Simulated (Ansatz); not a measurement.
Errors in the atomisation enthalpy at 298 K

6 molecules holding an element past argon; the atomisation enthalpy at 298 K in kJ/mol, computed less measured. Shapes, held fixed at every level: PBE0-D4/def2-TZVP. Flexible molecules stand in one conformer, not always the lowest. Thermal terms are harmonic and unscaled (PBE0-D4/def2-TZVP); the spin-orbit lowering of the free atoms is taken from their spectra. Programs: Ansatz 0.2.0. Measured values: Active Thermochemical Tables, CRC Handbook of Chemistry and Physics, NIST-JANAF tables.

Levels: A = BHLYP-D4/def2-TZVPP; B = PBE0-D4/def2-TZVPP; C = MP2/def2-SVP; D = CCSD/def2-TZVPP.

```
                                          molecule  from tabulated heats     A    B     C     D
                             BI3 (boron triiodide)                   819   -17  +71   +23   -36
                    CBr3Cl (tribromochloromethane)                  1121  -135  +17   -75  -129
                     CHBrF2 (bromodifluoromethane)                  1630  -115  +13   -44   -94
                      SeF6 (selenium hexafluoride)                  1820  -229  +11   -94  -121
C2HBrClF3 (1-bromo-2-chloro-1,1,2-trifluoroethane)                  2768  -192  +46   -48  -168
                            C4H9Br (1-bromobutane)                  5048  -121  +32  -188  -179
```

(1) Sum up the errors.

Results:

(1) 
| level | kind | mean error | mean absolute error | worst case |
| --- | --- | --- | --- | --- |
| BHLYP-D4/def2-TZVPP | global hybrid | -134.8 | 134.8 | SeF6 |
| PBE0-D4/def2-TZVPP | global hybrid | +31.7 | 31.7 | BI3 |
| MP2/def2-SVP | perturbation theory | -71.0 | 78.7 | C4H9Br |
| CCSD/def2-TZVPP | coupled cluster or CI | -121.2 | 121.2 | C4H9Br |

On this set PBE0-D4/def2-TZVPP has the smallest mean absolute error and BHLYP-D4/def2-TZVPP the largest. Without SeF6 the largest would be that of CCSD/def2-TZVPP. BHLYP-D4/def2-TZVPP is too low in 6 of 6; PBE0-D4/def2-TZVPP is too high in 6 of 6; MP2/def2-SVP is too low in 5 of 6; CCSD/def2-TZVPP is too low in 6 of 6. The heats of SeF6, C2HBrClF3, C4H9Br come from older tables and can be uncertain by 10 kJ/mol or more. The molecules' own spin-orbit binding is left out, so errors for heavy halides read too negative. Heats of the atoms come from ATcT where it has them, that of boron, 570 kJ/mol, from recent work. The levels differ in basis as well as in method. With so many references in doubt the order of the levels isn't settled. The tabulated value of BI3 is in doubt (older tables, estimates, or at odds with other calculations) and kept here. Over the 5 molecules whose values aren't doubted the mean absolute errors are A 158.4; B 23.8; C 89.8; D 138.2. For CCSD/def2-TZVPP the error tends to grow with the atomisation enthalpy. Correlated wave functions converge slowly with the basis. CCSD also lacks the triples, which bind further. For atoms past krypton def2 sets carry core potentials with scalar relativity. Relativity is left out for Br, Se. Outer-core shells of Br, I, Se are correlated, in sets that cover them unevenly. The set is small.
